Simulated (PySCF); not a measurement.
PySCF input:

```python
from pyscf import gto, scf, dft

mol = gto.M(
    atom='''
    B     0.80665904    0.08227954    0.00928630
    C    -0.70792985   -0.07220912   -0.00814973
    H     1.50760275   -0.81758093   -0.33993101
    H     1.30337086    1.10430134    0.37229109
    H    -1.21542604   -0.88917951   -0.51270458
    H    -1.38126363    0.62431615    0.48281134
    ''',
    basis='def2-tzvpd',
    charge=0,
    spin=1,
    verbose=4,
)

mf = dft.UKS(mol, xc='mn15').density_fit(auxbasis='def2-universal-jkfit')
mf.grids.level = 4
mf.conv_tol = 1e-9
mf.max_cycle = 100
mf.max_memory = 1500
mf.kernel()
if not mf.converged:
    mf = mf.newton()
    mf.kernel(mf.make_rdm1())
for _ in range(2):
    mo, _, stable, _ = mf.stability(return_status=True)
    if stable:
        break
    mf.kernel(mf.make_rdm1(mo, mf.mo_occ))
mf.analyze()
```

### Question
What final total energy does it print?

### Answer
-65.21239 Eh (MN15/def2-TZVPD).

It need not be the lowest isomer of its formula.
